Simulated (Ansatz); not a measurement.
Wavefunction ladder for BGaH$_{5}$ISi, SMILES `[GaH2][BH][SiH2]I`

| atom | x (Å) | y (Å) | z (Å) |
| --- | --- | --- | --- |
| Ga1 | -1.6869 | 0.2519 | -0.9275 |
| B2 | -0.3799 | -0.0657 | 0.6405 |
| Si3 | 1.5377 | 0.2735 | 0.5152 |
| I4 | 1.0525 | -2.1632 | 0.1543 |
| H5 | -2.6352 | 1.5154 | -0.8961 |
| H6 | -1.7925 | -0.6713 | -2.1987 |
| H7 | -0.7565 | -0.3087 | 1.7505 |
| H8 | 2.4563 | 0.3954 | 1.6739 |
| H9 | 2.2047 | 0.7726 | -0.7120 |

The species carries charge 0 and has multiplicity 1. Correlated methods include outer-core shells of Ga, I, which these sets cover unevenly. Scalar relativity is left out up to krypton. I takes the def2 core potential. The structure was optimised at the PBE0-D4/def2-TZVP level. It is one conformer, not always the lowest. Frozen core, restricted reference, the Gaussian-basis code of Ansatz.

| basis | HF (Eh) | MP2 corr. | CCSD corr. | (T) | CCSD(T) total |
| --- | --- | --- | --- | --- | --- |
| def2-SVP | ? | ? | ? | -0.01886 | ? |
| def2-TZVPP | -2536.43226 | -0.96504 | -0.96694 | -0.03250 | -2537.43170 |
| def2-QZVPP | ? | -1.39978 | – | – | – |

**Question.** Fill in the withheld values. (An estimate is asked.)

**Answer.** The calculation gave: def2-SVP HF (Eh): -2536.04330; def2-SVP MP2 corr.: -0.52525; def2-SVP CCSD corr.: -0.56284; def2-SVP CCSD(T) total: -2536.62500; def2-QZVPP HF (Eh): -2536.48382.
